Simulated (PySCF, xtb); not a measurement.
C4H4F2, SMILES C(=C/C(=C)F)/F. The values are those of a single conformer.

Harmonic wavenumbers (cm⁻¹) from xtb 6.7.1 with GFN2-xTB at its own minimum, in rising order: 63, 155, 312, 333, 424, 592, 695, 732, 795, 860, 864, 870, 933, 1038, 1214, 1248, 1323, 1376, 1664, 1678, 3074, 3118, 3139, 3179.

Question: What does B3LYP-D3(BJ)/def2-SVP (PySCF 2.14.0) give at its own minimum? (Estimate from the structure and the level; the computed values follow.)

Answer: 79, 184, 342, 357, 462, 657, 724, 781, 805, 859, 879, 947, 960, 1073, 1281, 1325, 1387, 1449, 1687, 1757, 3175, 3192, 3212, 3282. Paired by order, the mean absolute difference is 49 cm⁻¹ and the zero-point energies are 42.4 and 44.1 kcal/mol.
